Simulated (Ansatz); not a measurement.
System: CH3BClO, charge 0, multiplicity 2. It need not be the lowest isomer of its formula. 
Coordinates optimised at B3LYP-D3(BJ)/def2-TZVP (Ansatz, a quantum-chemistry and plane-wave program):
```
C
H 1 1.0882
H 1 1.0882 2 109.70
H 1 1.0888 2 110.30 3 121.69
O 1 1.4402 2 107.79 3 -117.15
B 5 1.3179 1 127.35 2 -121.28
Cl 6 1.7707 5 126.54 1 0.01
```
Charge 0, spin multiplicity 2.

Property: atomisation energy (electronic, to ground-state atoms), in eV. Correlated levels leave the core frozen unless marked. Open shells are spin-unrestricted. Spin-orbit coupling is left out. Non-relativistic unless marked X2C. The coupled-cluster limit lacks core correlation, which all-electron functionals hold. Basis-set limits of correlation are two-point, X^-3; Hartree-Fock from the larger set. The bracket is a focal-point correction in the basis named.

| level | program | atomisation energy (eV) |
|---|---|---|
| HF/cc-pV(T+d)Z | Ansatz | 20.05 |
| PBE-D4/def2-TZVPD | Ansatz + dftd4 | 27.93 |
| r2SCAN/def2-TZVPD | Ansatz | 27.43 |
| r2SCAN-D4/def2-TZVPD | Ansatz + dftd4 | 27.46 |
| PBE0/def2-QZVPP | Ansatz | 27.25 |
| r2SCAN0/def2-TZVPD | Ansatz | 26.89 |
| HSE06-D3(BJ)/def2-TZVPD | Ansatz + dftd3 | 27.32 |

**Question.** Predict the RI-MP2/CBS(cc-pV(T+d)Z,cc-pV(Q+d)Z)+[CCSD(T)-MP2]/cc-pV(T+d)Z result (Ansatz).

**Answer.** 26.95 eV
